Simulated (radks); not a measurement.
Problem. These are the eigenvalues of the occupied orbitals of an atom or ion with whole-number occupations (eV). All-electron calculation, Dirac Kohn-Sham, LDA (Slater exchange, Perdew-Wang correlation), spin-unpolarised, spherical densities, finite nucleus; Fermi nuclear charge, rms radius of each element as measured or else 0.836 A^(1/3) + 0.57 fm. Program: a radial shooting solver on a logarithmic mesh with Libxc functionals.

| orbital | eigenvalue |
|---|---|
| 1s1/2 | -72494.53 |
| 2s1/2 | -16523.71 |
| 2p1/2 | -16098.13 |
| 2p3/2 | -14784.56 |
| 3s1/2 | -6810.896 |
| 6s1/2 | -1562.638 |

Which element is it, and in what charge state? The configuration may be excited. Open shells, if any, fill j = l - 1/2 first.

Solution. Z = 73, tantalum, charge +61: Ta61+ in [Ne] 3s1 6s1. The list shows which subshells hold electrons but not how many an open one holds; the 1s level, -2664.1 hartree, gives Z - s = 73.0 by -(Z - s)^2/2, which with screening and relativity narrows Z to a few neighbours, and the depths of the outer levels then fix element, charge and occupations together.
